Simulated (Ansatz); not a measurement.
`C[CH2][AlH][TeH]` + BH₃ → `B[TeH]` + `C[CH2][AlH2]`  (formal exchange of groups at a Te–Al bond)

Gas-phase electronic energies from Ansatz, PBE0-D4/def2-TZVP geometries. CCSD(T)/CBS is the MP2 limit (def2-TZVPP, def2-QZVPP) plus CCSD(T) − MP2 in def2-TZVPP, frozen cores. This one scheme is used for every species. DFT in def2-TZVPP. def2 core potentials past Kr. For Te outer-core shells are correlated without core-valence functions, which leaves a few kJ/mol of doubt a bond. Each species was taken in one conformer, which may not be the lowest.

`C[CH2][AlH][TeH]`:

Cartesian coordinates in Å:
```
C -0.354 -1.121 0.669
C 0.494 -0.686 -0.522
Al 0.555 1.223 -0.949
Te -0.727 2.929 0.415
H -1.404 -0.846 0.538
H -0.319 -2.204 0.821
H -0.016 -0.653 1.597
H 1.536 -1.007 -0.388
H 0.164 -1.198 -1.436
H 1.395 1.818 -2.156
H -1.323 1.745 1.411
```

BH₃:

Cartesian coordinates in Å:
```
B 0.000 0.000 0.000
H -0.855 0.824 -0.120
H 1.147 0.311 -0.107
H -0.292 -1.135 0.227
```

`B[TeH]`:

Z-matrix (Å, degrees):
```
B
Te 1 2.099
H 1 1.189 2 120.6
H 1 1.191 2 116.2 3 -180.0
H 2 1.659 1 96.2 3 -0.0
```

`C[CH2][AlH2]`:

Z-matrix (Å, degrees):
```
C
C 1 1.528
H 1 1.093 2 111.7
H 1 1.094 2 112.2 3 120.4
H 1 1.093 2 111.7 3 -119.2
Al 2 1.958 1 116.9 3 59.6
H 2 1.099 1 110.4 3 -177.4
H 2 1.099 1 110.4 3 -63.2
H 6 1.592 2 121.0 1 -0.5
H 6 1.592 2 119.8 1 179.5
```

```tsv
level	ΔE (eV)
PBE0-D4	0.49
ωB97X-V	0.51
B2PLYP	0.48
r2SCAN	0.46
HF/def2-TZVPP	0.64
CCSD(T)/def2-TZVPP	0.48
HF/def2-QZVPP	0.63
MP2/CBS(def2)	0.59
```

Problem. What does CCSD(T)/CBS give? (Best estimate.)

Solution. Ansatz gave: +0.53 eV. The listed levels differ from it by -0.04, -0.02, -0.05, -0.07, 0.11, -0.05, 0.10, 0.06 eV.

Largest T1 diagnostic among the species: 0.015.

From PBE to PBE0 (25 % exact exchange), in def2-TZVPP and without D4, ΔE moves by +0.09 eV. In def2-TZVPP, CCSD(T) changes the Hartree–Fock value by −0.16 eV (the triples alone add −0.03 eV) and MP2 by −0.10 eV. The D4 term adds +0.06 eV with B3LYP and +0.04 eV with PBE0; it sums over pairs of atoms, weighted by their polarisabilities, and B3LYP, whose exchange is more repulsive, gets the larger term.

B3LYP here is the variant with VWN-RPA as its local correlation; programs differ in this.
